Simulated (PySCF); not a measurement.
A structure optimised at B3LYP-D3(BJ)/def2-SVP, used in a PySCF frequency run:

```xyz
13

N     -0.5392     3.6405     0.0000
C      0.0275     2.6303     0.0000
C      0.7057     1.3358     0.0000
C     -0.2773     0.1598     0.0000
O      0.4761    -1.0274     0.0000
Si    -0.1812    -2.5672     0.0000
H      1.3567     1.2631    -0.8860
H      1.3567     1.2631     0.8860
H     -0.9303     0.2235     0.8912
H     -0.9303     0.2235    -0.8912
H     -1.0269    -2.7735     1.2135
H     -1.0269    -2.7735    -1.2135
H      0.9678    -3.5055     0.0000
```

Write its SMILES, formula and point group.

N#CCCO[SiH3], C₃H₇NOSi, Cs

What are its rotational constants (standard atomic weights)?

16.758, 0.95437, 0.92325 GHz
